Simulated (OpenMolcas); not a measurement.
V3+ in a point-charge field

V3+ among 4 point charges of -1.6 e arranged as a tetrahedron (Td), 1.84 Å from the ion.
```
   1.0623    1.0623    1.0623  -1.60
   1.0623   -1.0623   -1.0623  -1.60
  -1.0623    1.0623   -1.0623  -1.60
  -1.0623   -1.0623    1.0623  -1.60
```

```json
{
  "Program": "OpenMolcas 26.06",
  "Method": "CASSCF",
  "Basis": "ANO-RCC-VDZP [5s4p2d1f]",
  "Scalar Hamiltonian": "DKH2, point nucleus",
  "Active space": "2 electrons in 5 orbitals (3d)",
  "State averaging": "2S+1 = 3 even, 10 roots; 2S+1 = 1 even, 15 roots",
  "Spin-orbit coupling": "state interaction with AMFI integrals over the reference wave functions"
}
```

The lowest spin-free states (labels of Td), above the lowest:

```tsv
State	Degeneracy	E (cm-1)	Free-ion L (%)
3A2	1	0.0	F (100)
3T2	3	2550	F (100)
3T1	3	4527	F (99)
1E	2	14794	D (92)
1T2	3	16962	D (97)
3T1	3	19278	P (99)
1A1	1	22596	G (99)
1T1	3	23336	G (100)
1E	2	24453	G (92)
1T2	3	25178	G (97)
1A1	1	54473	S (99)
```

The lowest levels with spin-orbit coupling:

| E (cm-1) | Degeneracy | Label | 2S+1 |
| --- | --- | --- | --- |
| 0.0 | 3 | T2 | 3 |
| 2484 | 1 | A2 | 3 |
| 2546 | 3 | T2 | 3 |
| 2566 | 2 | E | 3 |
| 2621 | 3 | T1 | 3 |
| 4429 | 3 | T2 | 3 |
| 4471 | 2 | E | 3 |
| 4741 | 3 | T1 | 3 |
| 4878 | 1 | A1 | 3 |
| 14826 | 2 | E | 1 |
| 16968 | 3 | T2 | 1 |
| 19099 | 1 | A1 | 3 |
| 19212 | 3 | T1 | 3 |
| 19438 | 2 | E | 3 |
| 19461 | 3 | T2 | 3 |
| 22638 | 1 | A1 | 1 |
| 23377 | 3 | T1 | 1 |
| 24495 | 2 | E | 1 |
| 25219 | 3 | T2 | 1 |
| 54519 | 1 | A1 | 1 |

Powder χT (cm3 K/mol): 0.688 at 2 K, 0.694 at 10 K, 0.726 at 50 K, 0.766 at 100 K, 0.845 at 200 K, 0.925 at 300 K. The effective moment at 300 K is 2.828 √(χT) = 2.72 μB.

The lowest level has 2S+1 = 3, for which the spin-only value is χT = S(S+1) / 2 = 1.000 cm3 K/mol (g = 2). The computed 0.925 at 300 K differs by -0.075, through orbital momentum, spin-orbit coupling and any other state in reach.

A least-squares ligand-field fit to the states below 45000 cm-1, each weighted by its degeneracy and with a free common offset, gives 10Dq = -2621 cm-1 (negative for this site), B = 1071 cm-1 and C = 4003 cm-1 (C/B = 3.74), with an rms deviation of 71 cm-1.

Without dynamic correlation the repulsion within the d shell is too large (B by tens of per cent), so at a given field states of lower spin stand too high. The ground term spreads over less than 5000 cm-1, several times less than with real ligands, so orbital moments are less quenched and χT lies further from the spin-only value than at real sites. Point charges carry no covalency, so the field is a model and not that of real ligands. No measured value stands beside these numbers.
